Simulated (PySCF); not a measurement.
r2SCAN on Te⁺ (tellurium, charge +1), [Kr] 4d10 5s2 5p2 6s1, high-spin 4P determinant (an excited configuration). Computed with PySCF 2.14 in aug-cc-pVTZ-DK3, with scalar relativity by spin-free X2C-1e.

```
cycle= 1 E= -6792.752294821  delta_E= -0.00826  |g|= 0.0199  |ddm|= 0.75
cycle= 2 E= -6792.75341183001  delta_E= -0.00112  |g|= 0.00974  |ddm|= 0.234
cycle= 3 E= -6792.7540834245  delta_E= -0.000672  |g|= 0.00674  |ddm|= 0.177
cycle= 4 E= -6792.75475922303  delta_E= -0.000676  |g|= 0.00483  |ddm|= 0.237
cycle= 5 E= -6792.75520404287  delta_E= -0.000445  |g|= 0.00251  |ddm|= 0.37
cycle= 6 E= -6792.7551746254  delta_E= 2.94e-05  |g|= 0.00175  |ddm|= 0.108
cycle= 7 E= -6792.75521219688  delta_E= -3.76e-05  |g|= 0.000553  |ddm|= 0.126
cycle= 8 E= -6792.75521304966  delta_E= -8.53e-07  |g|= 0.000191  |ddm|= 0.00975
cycle= 9 E= -6792.7552131764  delta_E= -1.27e-07  |g|= 4.89e-06  |ddm|= 0.00569
cycle= 10 E= -6792.75521317641  delta_E= -4.55e-12  |g|= 2.58e-06  |ddm|= 0.00018
converged SCF energy = -6792.75521317641  <S^2> = 3.7531824  2S+1 = 4.0015909
```

Highest occupied orbital energy: -6.730 eV; ⟨L²⟩ = 3.79; populations by l: s 10.70, p 20.00, d 20.30, f 0.00.

(1) Can this result be used?

## Answers

(1) Not for this state. The calculation finished and met its thresholds. ⟨L²⟩ = 3.79 against 2 for a pure P term, so this real determinant mixes terms. The outer electron is Rydberg-like, and this basis confines it to a smaller radius and binds it less than a complete one would. The s, p, d and f populations moved away from the nominal configuration during the SCF.
